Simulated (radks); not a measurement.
The numbers below are computed, except where a source is named.
Question: All-electron atom: Dy in [Xe] 4f10 6s1 7d1 (not the ground configuration). Code: a radial shooting solver on a logarithmic mesh with Libxc functionals. Model: scalar-relativistic Kohn-Sham, r2SCAN, spin-polarised, spherical densities, finite nucleus; open shells are filled with parallel spins first (spin-orbit coupling, left out, can overturn this in heavy ions); meta-GGA in the generalised Kohn-Sham scheme; Fermi nuclear charge, rms radius 5.2218 fm. Some entries of the table are withheld. Estimate them.

| orbital | occ. | eigenvalue (eV) | <r> (bohr) |
|---|---|---|---|
| 1s up | 1 | -53734.25 | 0.02112 |
| 1s down | 1 | -53734.24 | 0.02112 |
| 2s up | 1 | -8974.227 | 0.08975 |
| 2s down | 1 | -8974.223 | 0.08975 |
| 2p up | 3 | -7960.076 | 0.07946 |
| 2p down | 3 | -7960.062 | 0.07946 |
| 3s up | 1 | -2010.345 | 0.2342 |
| 3s down | 1 | -2008.324 | 0.2341 |
| 3p up | 3 | -1697.401 | 0.2332 |
| 3p down | 3 | -1695.379 | 0.2331 |
| 3d up | 5 | -1294.612 | 0.2122 |
| 3d down | 5 | -1293.049 | 0.2120 |
| 4s up | 1 | -407.5501 | 0.5302 |
| 4s down | 1 | -403.0058 | 0.5302 |
| 4p up | 3 | -304.0486 | 0.5617 |
| 4p down | 3 | -299.5078 | 0.5618 |
| 4d up | 5 | -162.5110 | 0.6100 |
| 4d down | 5 | -157.9540 | 0.6107 |
| 5s up | 1 | -56.1812 | 1.297 |
| 5s down | 1 | -54.0503 | 1.317 |
| 5p up | 3 | -31.7720 | 1.530 |
| 5p down | 3 | -30.3103 | 1.551 |
| 4f up | 7 | (1) | 0.8540 |
| 6s up | 1 | -7.9148 | 3.744 |
| 6s down | 0 | -5.8763 | 3.853 |
| 4f down | 3 | (2) | 0.9058 |
| 7d up | 1 | -0.4951 | (3) |

Answer: 
(1) 4f up eigenvalue (eV): -9.4237
(2) 4f down eigenvalue (eV): -5.4031
(3) 7d up <r> (bohr): 22.64
